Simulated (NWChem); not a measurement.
**Ionisation of phosphoric acid (H3O4P)**

SMILES: OP(=O)(O)O
```xyz
8

O      0.4871     0.0867     1.4956
P      0.0953    -0.0025    -0.0820
O      1.2280    -0.0322    -1.0566
O     -0.9113    -1.2820    -0.0880
O     -0.9577     1.2315    -0.2187
H      1.2783     0.6506     1.6007
H     -0.3992    -2.0952    -0.2653
H     -1.0786     1.4500    -1.1635
```
Charge 0, spin multiplicity 1.

Program: NWChem. Structure: optimised with PBE/def2-SVP, a minimum by its harmonic frequencies. It is one conformer; others weren't searched.

Basis set: def2-TZVP. −ε marks an orbital energy of the parent.

Q: One of these methods gave a first vertical ionisation energy of 10.65 eV. Which?
(A) −ε(HOMO) of HF
(B) G0W0@CAM-B3LYP
(C) G0W0@PBE
(D) G0W0@PBE0

A: C, G0W0@PBE. The others give 13.09 (−ε(HOMO) of HF), 11.16 (G0W0@PBE0), 11.52 (G0W0@CAM-B3LYP).
